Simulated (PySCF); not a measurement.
FNa, charge +1, doublet, at the geometry of the source list (a state made from the parent by changing its charge; the spin is typed, not shown lowest). Base run: HF/aug-cc-pVDZ (PySCF).

Input for PySCF:
```python
from pyscf import gto, scf

mol = gto.Mole()
mol.atom = '''
    Na   -0.468200   -0.386100   -0.632500
    F     0.468200    0.386100    0.632500
'''
mol.basis = 'aug-cc-pvdz'
mol.charge = 1
mol.spin = 1
mol.verbose = 4
mol.build()

mf = scf.UHF(mol)
mf.kernel()
mf.analyze()
```

Each row names what was changed in the base input (with any setting that the change needs).

```json
[
 {"change": "base", "basis functions": "50", "E (Eh)": "-261.01351", "HOMO (eV)": "-26.15"},
 {"change": "basis = jorge-DZP-DKH; relativity = spin-free X2C; nucleus = Gaussian (with mol.nucmod = 'G')", "basis functions": "39", "E (Eh)": "-261.31930", "HOMO (eV)": "-26.10"},
 {"change": "basis = jorge-DZP-DKH; relativity = spin-free X2C", "basis functions": "39", "E (Eh)": "-261.31938", "HOMO (eV)": "-26.10"},
 {"change": "basis = ANO-RCC-VDZP; relativity = spin-free X2C", "basis functions": "32", "E (Eh)": "-261.34070", "HOMO (eV)": "-26.06"},
 {"change": "basis = ANO-RCC-VDZP; relativity = none", "basis functions": "32", "E (Eh)": "-260.99576", "HOMO (eV)": "-26.08"},
 {"change": "basis = jorge-DZP-DKH; relativity = none", "basis functions": "39", "E (Eh)": "-260.99790", "HOMO (eV)": "-26.11"},
 {"change": "basis = cc-pVTZ-DK; relativity = spin-free X2C", "basis functions": "64", "E (Eh)": "-261.33875", "HOMO (eV)": "-26.13"},
 {"change": "basis = ANO-RCC-VDZP; relativity = spin-free X2C; nucleus = Gaussian (with mol.nucmod = 'G')", "basis functions": "32", "E (Eh)": "-261.34062", "HOMO (eV)": "-26.06"},
 {"change": "basis = cc-pVTZ-DK; relativity = spin-free X2C; nucleus = Gaussian (with mol.nucmod = 'G')", "basis functions": "64", "E (Eh)": "-261.33866", "HOMO (eV)": "-26.13"},
 {"change": "basis = cc-pVTZ-DK; relativity = none", "basis functions": "64", "E (Eh)": "-260.99441", "HOMO (eV)": "-26.14"}
]
```

Totals shift with the method and basis; they matter in differences.

Open shells are given as the SCF converged; they aren't shown to be the lowest states, and a large step between rows can be another state.

Basis sets contracted for a relativistic Hamiltonian are a mismatch without it, so the rows without relativity aren't non-relativistic limits. No row has spin-orbit coupling; sets with core potentials leave out the core electrons.
